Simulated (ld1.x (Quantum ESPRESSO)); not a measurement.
# C (Z = 6): one change to a TM potential, before and after

```json
{
  "Element": "carbon",
  "Generator": "ld1.x (Quantum ESPRESSO) 7.5",
  "Type": "norm-conserving Troullier–Martins (Kleinman–Bylander form)",
  "Functional": "PBE",
  "Relativity": "scalar-relativistic",
  "Frozen core": "[He]",
  "Valence charge": "4",
  "Reference configuration": "2s1 2p0 (charge +3)",
  "Partial waves": "2s (bound): rc 0.85 bohr; 2p (bound, empty): rc 2.55 bohr; 3d channel at 0.15 Ry: rc 2.60 bohr",
  "Local potential": "all-electron potential smoothed inside 0.80 bohr (lloc = -1)",
  "Core correction": "a·sin(br)/r model core inside 0.60 bohr"
}
```

Change: all radii but the core radius scaled by about 1.04 (s 0.88, p 2.66, d 2.70 bohr); local potential all-electron potential smoothed inside 0.84 bohr (lloc = -1).

Cutoffs: the cutoffs (Ry, on a coarse ladder) from which the occupation-weighted sum of valence levels, in a spherical-Bessel basis at the reference potential, stays within 10 and 1 mRy of its value at 400 Ry; they do not see the model core or the augmentation charge, which bear on the density cutoff. Errors are all-electron minus pseudo energies relative to the spin-unpolarised reference configuration.

**Question.** What does the change do?

**Answer.** The potential gets softer (45 Ry and 120 Ry → 35 Ry and 100 Ry); of the 7 tests that both files solve, the error grows in 5 and shrinks in 0 by more than 15 % and 0.3 meV (median size 1434.4 → 1678.6 meV); neither file shows a bound ghost. A larger radius leaves more room for a smooth pseudo-wave, so fewer plane waves are needed. More of the atom is replaced by a form fitted at one configuration, so other configurations suffer.

| quantity | base | changed |
| --- | --- | --- |
| cutoff, loose | 45 Ry | 35 Ry |
| cutoff, tight | 120 Ry | 100 Ry |
| bound ghosts | none | none |
| error for 2s2 2p2, meV [ΔE -83.21 eV] | +1434 | +1679 |
| error for 2s2 2p1, meV [ΔE -72.35 eV] | +826 | +948 |
| error for 2s2 2p0, meV [ΔE -48.19 eV] | +55 | +55 |
| error for 2s2 2p2.3, meV [ΔE -84.37 eV] | +1522 | +1789 |
| error for 2s1 2p2, meV [ΔE -63.60 eV] | +1495 | +1733 |
| error for 2s1 2p3, meV [ΔE -74.73 eV] | +2040 | +2405 |
| error for 2s2 2p1.5, meV [ΔE -79.25 eV] | +1184 | +1373 |
